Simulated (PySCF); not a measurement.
NICS in one family of compounds.

Probes without a nucleus sit at each ring's centroid and 1 Å off its mean plane on both sides; NICS is minus the shielding there, NICSzz its component along the normal. Level: GIAO PBE0/pcSseg-1 (PySCF, non-relativistic, gas phase) on the GFN2-xTB geometries, one conformer each. Atom numbers follow the mapped SMILES.

Question: Order these rings by mean NICS(1)zz, lowest (most negative) first (ppm).
A. ring C3–C4–C5–C6–C8–C9 in `[SiH3:1][PH:2][c:3]1[cH:4][cH:5][c:6]([Cl:7])[cH:8][cH:9]1`
B. ring C3–C4–C5–C6–C7 in `[SiH3:1][PH:2][CH:3]1[CH2:4][CH2:5][CH2:6][CH2:7]1`
C. ring C3–C4–C5–C6–C7–C8 in `[SiH3:1][PH:2][c:3]1[cH:4][cH:5][cH:6][cH:7][cH:8]1`

Answer: C (-27.7), A (-25.7), B (-4.0).

| SMILES | ring | NICS(0) | NICS(1) | NICS(1)zz | HOMA | rms pucker (Å) | ring atoms with four or more neighbours |
| --- | --- | --- | --- | --- | --- | --- | --- |
| [SiH3]Pc1ccccc1 | 6-membered carbocycle; formal bonds all aromatic | -8.0 | -11.0 | -27.7 | 0.99 | 0.00 | 0 |
| [SiH3]Pc1ccc(Cl)cc1 | 6-membered carbocycle; formal bonds all aromatic | -8.5 | -10.6 | -25.7 | 0.99 | 0.00 | 0 |
| [SiH3]PC1CCCC1 | 5-membered carbocycle; formal bonds all single | -5.5 | -4.2 | -4.0 | – | 0.18 | 5 |

NICS(0) gives another order. The isotropic NICS(1) gives the same order. HOMA uses Krygowski's 1993 parameters; it is left out where a ring has a four-coordinate atom, a triple bond, no multiple bond or a kind of bond without parameters. NICS(1) and NICS(1)zz are means over the two faces.
